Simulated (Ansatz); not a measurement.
Calculated with Ansatz (gas phase, PBE0-D4/def2-TZVP geometries, no zero-point term in ΔE). CCSD(T)/CBS is the MP2 limit (def2-TZVPP, def2-QZVPP) plus CCSD(T) − MP2 in def2-TZVPP, frozen cores. DFT in def2-TZVPP. B3LYP here is the variant with VWN-RPA as its local correlation; programs differ in this. HSE06 is defined as in plane-wave codes. For Ge outer-core shells are correlated without core-valence functions, which leaves a few kJ/mol of doubt a bond. Scalar relativity is left out up to krypton. Each species was taken in one conformer, which may not be the lowest.

`[F][GeH2][AlH2]` + `C=C(F)BO` → `C=[C]([AlH2])BO` + `[F][GeH2][F]`  (redistribution)

| level | ΔE (kJ/mol) | difference from CCSD(T)/CBS |
| --- | --- | --- |
| r2SCAN-D4 | -102.3 | 12.5 |
| B3LYP-D4 | -101.9 | 12.9 |
| r2SCAN0-D4 | -106.6 | 8.2 |
| HSE06-D4 | -95.9 | 18.9 |
| PBE0 | -93.9 | 20.9 |
| r2SCANh | -103.4 | 11.4 |
| r2SCAN0 | -105.8 | 9.0 |
| CAM-B3LYP | -102.5 | 12.3 |
| LC-ωPBE | -103.2 | 11.6 |
| HF/def2-SVP | -113.6 | 1.2 |
| CCSD(T)/def2-SVP | -115.7 | -0.9 |
| MP2/def2-TZVPP | -135.1 | -20.3 |
| SCS-MP2/def2-TZVPP | -130.7 | -15.9 |
| HF/def2-QZVPP | -122.5 | -7.7 |
| SCS-MP2/def2-QZVPP | -130.9 | -16.1 |
| MP2/CBS(def2) | -132.3 | -17.5 |
| CCSD(T)/CBS | -114.8 | 0 |

Largest T1 diagnostic among the species: 0.014.

The D4 term adds −4.2 kJ/mol with B3LYP and −2.2 kJ/mol with PBE0; it sums over pairs of atoms, weighted by their polarisabilities, and B3LYP, whose exchange is more repulsive, gets the larger term. From PBE to PBE0 (25 % exact exchange), in def2-TZVPP and without D4, ΔE moves by −8.7 kJ/mol.
